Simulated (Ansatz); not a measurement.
Cost and result up the ladder for the cluster B2O3 (5 atoms). Charge 0, multiplicity 1. Geometry: PBE-D4/def2-SVP.

| atom | x (Å) | y (Å) | z (Å) |
| --- | --- | --- | --- |
| B1 | -0.872 | -0.382 | 0.912 |
| B2 | 0.869 | 0.381 | -0.915 |
| O3 | 1.684 | 0.738 | -1.748 |
| O4 | -0.014 | -0.007 | -0.016 |
| O5 | -1.667 | -0.730 | 1.768 |

Ansatz on 4 threads of Arm Neoverse V2 on a shared host. Times are rough, and most runs start from the orbitals of an earlier one. PBE0-D4/def2-TZVPD serves as the yardstick here, not as an exact answer. Differences are given only for rows in sets of like size (and for xTB, whose basis is part of the method), since another set adds its own error. Binding counts from free atoms at the same level (B doublet, O triplet; other spins of the atoms weren't run), without zero-point energy or a counterpoise term.

B3LYP takes the VWN-RPA correlation. Correlated methods freeze 5 core orbitals. The structure comes from a short search, and lower isomers may exist.

Correlated methods converge slowly with the basis.

```json
{"level": "HF/STO-3G", "functions": "25", "wall time": "0.1 s", "binding energy per atom (eV)": "3.95", "difference from PBE0-D4/def2-TZVPD (eV)": "–"}
{"level": "HF/6-31G", "functions": "45", "wall time": "0.1 s", "binding energy per atom (eV)": "3.45", "difference from PBE0-D4/def2-TZVPD (eV)": "–"}
{"level": "B3LYP-D4/6-31G", "functions": "45", "wall time": "0.35 s", "binding energy per atom (eV)": "5.32", "difference from PBE0-D4/def2-TZVPD (eV)": "–"}
{"level": "PBE-D4/def2-TZVP", "functions": "155", "wall time": "0.6 s", "binding energy per atom (eV)": "5.97", "difference from PBE0-D4/def2-TZVPD (eV)": "0.28"}
{"level": "revPBE-D4/def2-TZVP", "functions": "155", "wall time": "0.65 s", "binding energy per atom (eV)": "5.74", "difference from PBE0-D4/def2-TZVPD (eV)": "0.05"}
{"level": "MP2/def2-TZVP", "functions": "155", "wall time": "0.7 s", "binding energy per atom (eV)": "5.87", "difference from PBE0-D4/def2-TZVPD (eV)": "0.18"}
{"level": "BLYP-D4/def2-TZVP", "functions": "155", "wall time": "0.75 s", "binding energy per atom (eV)": "5.83", "difference from PBE0-D4/def2-TZVPD (eV)": "0.14"}
{"level": "PBE0-D4/def2-TZVP", "functions": "155", "wall time": "0.8 s", "binding energy per atom (eV)": "5.70", "difference from PBE0-D4/def2-TZVPD (eV)": "0.01"}
{"level": "PBE-D4/def2-TZVPD", "functions": "194", "wall time": "1.1 s", "binding energy per atom (eV)": "5.96", "difference from PBE0-D4/def2-TZVPD (eV)": "0.27"}
{"level": "PBE0-D4/def2-TZVPD", "functions": "194", "wall time": "1.4 s", "binding energy per atom (eV)": "5.69", "difference from PBE0-D4/def2-TZVPD (eV)": "0.00"}
{"level": "RPA@PBE/def2-TZVP", "functions": "155", "wall time": "1.5 s", "binding energy per atom (eV)": "5.14", "difference from PBE0-D4/def2-TZVPD (eV)": "-0.55"}
{"level": "PBE-QIDH/def2-TZVP", "functions": "155", "wall time": "1.6 s", "binding energy per atom (eV)": "5.65", "difference from PBE0-D4/def2-TZVPD (eV)": "-0.04"}
{"level": "r2SCAN-D4/def2-TZVPD", "functions": "194", "wall time": "2.1 s", "binding energy per atom (eV)": "5.76", "difference from PBE0-D4/def2-TZVPD (eV)": "0.07"}
{"level": "B97M-V/def2-TZVP", "functions": "155", "wall time": "2.1 s", "binding energy per atom (eV)": "5.74", "difference from PBE0-D4/def2-TZVPD (eV)": "0.05"}
```
